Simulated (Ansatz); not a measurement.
Ideal-gas functions of C2H5InS, SMILES `[CH3][In]1[CH2][S]1` at 400 K and 1 bar, from an Ansatz frequency run at PBE0-D4/def2-TZVP.

Molar mass 175.95 g/mol, point group Cs (symmetry number 1), electronic degeneracy 1, moments of inertia 54.013, 247.272, 294.827 u Å². Harmonic wavenumbers (cm⁻¹, unscaled): 33, 85, 125, 298, 483, 556, 686, 689, 739, 764, 963, 981, 1205, 1422, 1446, 1451, 3075, 3113, 3170, 3187, 3195.

Use S(trans) = R[1.5 ln M + 2.5 ln T − 1.1517]; rotational temperatures θ = 24.2544 K / I; S(rot) = R[ln(√π/σ · √(T³/θAθBθC)) + 1.5]; for each mode x = 1.438777 ν̃/T, S = R[x/(eˣ − 1) − ln(1 − e⁻ˣ)] and H = RT x/(eˣ − 1); 1 cm⁻¹ = 0.0119627 kJ/mol; R = 8.31446 J/(mol·K).

By hand: the entropy, in J/(mol·K).

Translation 179.4. Rotation: θ = 0.449, 0.0981, 0.0823 K, giving 115.3. Vibration, mode by mode: 26.04, 18.20, 15.03, 8.12, 4.69, 3.81, 2.64, 2.62, 2.27, 2.11, 1.20, 1.13, 0.59, 0.31, 0.29, 0.28, 0.00, 0.00, 0.00, 0.00, 0.00, in all 89.3. Electronic 0.0. Sum 384.0 J/(mol·K).

By hand: H − E and G − E in kJ/mol, counted from the electronic energy.

Zero-point energy ½ × 27666 × 0.0119627 = 165.5; thermal vibration 16.8; translation, rotation and pV give 4 RT = 13.3. H − E = 195.6 kJ/mol, and G − E = 195.6 − 400 × 384.0/1000 = 42.0 kJ/mol.

Vibration gives 23 % of the entropy, 59.3 J/(mol·K) of it from the modes under 150 cm⁻¹: soft modes count most, and the harmonic formula is weakest for them.
